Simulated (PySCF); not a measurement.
Compound: C₈H₁₂ClN.
SMILES with atom numbers: `[N:1]#[C:2][C@@H:3]1[CH2:4][CH2:5][CH2:6][C@@H:7]([Cl:8])[CH2:9][CH2:10]1` (hydrogens: H11 on C3; H12, H13 on C4; H14, H15 on C5; H16, H17 on C6; H18 on C7; H19, H20 on C9; H21, H22 on C10)

Cartesian coordinates in Å at the GFN2-xTB level; atoms count from 1:
```xyz
22
C8H12ClN angstrom
N      2.1888   -2.0974    2.0980
C      1.8240   -1.5910    1.1399
C      1.3351   -0.9329   -0.0503
C      1.4361    0.5893    0.1675
C      0.4952    1.4181   -0.7074
C     -0.8738    1.6320   -0.0637
C     -1.7927    0.4172   -0.0577
Cl    -2.3999    0.1296   -1.7285
C     -1.1880   -0.8725    0.4906
C     -0.0728   -1.4625   -0.3729
H      1.9952   -1.2245   -0.8766
H      1.2324    0.8198    1.2162
H      2.4696    0.8850   -0.0257
H      0.9458    2.4020   -0.8526
H      0.3781    0.9661   -1.6923
H     -0.7337    1.9489    0.9735
H     -1.3894    2.4406   -0.5862
H     -2.6895    0.6612    0.5201
H     -1.9918   -1.6080    0.5661
H     -0.8230   -0.6827    1.5023
H     -0.2993   -1.2717   -1.4222
H     -0.0567   -2.5472   -0.2392
```

Level of theory: PBE0/pcSseg-1 in PySCF (dipole) on a GFN2-xTB geometry, gas phase.

Masses are those of the commonest isotopes; rigid-rotor values at the optimised geometry. The values belong to one conformer with, in the numbering `[N:1]#[C:2][C@@H:3]1[CH2:4][CH2:5][CH2:6][C@@H:7]([Cl:8])[CH2:9][CH2:10]1`, C2–C3–C4–C5 -157°, C3–C4–C5–C6 89°, C4–C5–C6–C7 -74°, C5–C6–C7–Cl8 -73°.

Problem. What are A, B and C (cm⁻¹)?

Solution. Ia = 233.06, Ib = 697.71, Ic = 799.16 u·Å²; 505379 MHz·u·Å²/I gives 2168, 724.3 and 632.4 MHz, that is A = 0.07233, B = 0.02416, C = 0.02109 cm⁻¹.

Problem. Classify the top.

Solution. An asymmetric top: κ = (2 × 724.3 − 2168 − 632.4)/(2168 − 632.4) = -0.88.

Problem. Is it planar, by Δ = Ic − Ia − Ib?

Solution. Not planar: Δ = Ic − Ia − Ib = -131.61 u·Å². For a rigid frame Δ = −2 Σ m c², so Σ m c² = 65.81 u·Å² lies off the ab plane: 19.46 from hydrogen and 46.35 from heavier atoms. The atom farthest from that plane is 1.83 Å away.

Problem. Where do the levels up to J = 4 lie, in MHz?

Solution. Above 0(0,0):
J = 1: 1(0,1) 1357, 1(1,1) 2801, 1(1,0) 2893
J = 2: 2(0,2) 4066, 2(1,2) 5422, 2(1,1) 5698, 2(2,1) 10030, 2(2,0) 10035
J = 3: 3(0,3) 8119, 3(1,3) 9352, 3(1,2) 9904, 3(2,2) 14101, 3(2,1) 14122, 3(3,1) 21553, 3(3,0) 21553
J = 4: 4(0,4) 13504, 4(1,4) 14587, 4(1,3) 15506, 4(2,3) 19524, 4(2,2) 19587, 4(3,2) 26988, 4(3,1) 26989, 4(4,1) 37411, 4(4,0) 37411
Those of J = 1 are B + C, A + C and A + B.

Problem. Which types of transition are allowed, and where do some lines up to J = 4 fall?

Solution. The dipole components are |μa| = 2.20 D, |μb| = 1.84 D, |μc| = 0.31 D. The squared components, which scale the intensities, stand as 1.00 : 0.70 : 0.02 (a : b : c). Some lines, for components of 0.1 D or more:

```
type  branch         J(Ka,Kc)    MHz  lower level (cm⁻¹)
   a       Q  4(1,3) ← 4(1,4)    919               0.487
   c       Q  1(1,1) ← 1(0,1)   1444               0.045
   b       Q  3(1,2) ← 3(0,3)   1784               0.271
   b       Q  4(1,3) ← 4(0,4)   2001               0.450
   a       R  3(2,1) ← 2(2,0)   4087               0.335
   b       R  4(0,4) ← 3(1,3)   4152               0.312
   c       Q  3(2,2) ← 3(1,2)   4197               0.330
   b       Q  3(2,1) ← 3(1,2)   4218               0.330
   b       Q  3(2,2) ← 3(1,3)   4749               0.312
   b       R  3(1,3) ← 2(0,2)   5286               0.136
   a       R  4(3,1) ← 3(3,0)   5436               0.719
   c       R  3(1,2) ← 2(0,2)   5838               0.136
   c       R  2(2,1) ← 1(1,1)   7230               0.093
   c       R  4(1,3) ← 3(0,3)   7386               0.271
   b       Q  3(3,0) ← 3(2,1)   7432               0.471
   b       R  4(2,2) ← 3(1,3)  10235               0.312
   b       Q  4(4,1) ← 4(3,2)  10423               0.900
   b       R  3(3,1) ← 2(2,0)  11519               0.335
   c       R  3(3,1) ← 2(2,1)  11523               0.335
   b       R  4(3,2) ← 3(2,1)  12867               0.471
   c       R  4(3,2) ← 3(2,2)  12888               0.470
   c       R  4(4,0) ← 3(3,0)  15858               0.719
   c       R  4(4,1) ← 3(3,1)  15858               0.719
   b       R  4(4,0) ← 3(3,1)  15858               0.719
```

Problem. Estimate the classical rotational partition function at 10 K, 25 K and 200 K.

Solution. Point group C1, symmetry number σ = 1; q = (√π/σ)·√((kT/h)³/(ABC)), k/h = 20836.6 MHz/K: 5350 at 10 K, 21100 at 25 K, 478000 at 200 K.

No frequency check. These are rigid-rotor constants of the computed structure; measured ground-state constants (B0) also hold zero-point vibration. Quadrupole hyperfine structure (14N, 35Cl) is left out.

On one thread of an Arm Neoverse V1, no GPU (shared host), this took 69 s wall. This is the PBE0/pcSseg-1 job that gave the dipole, with the shieldings it also computed.
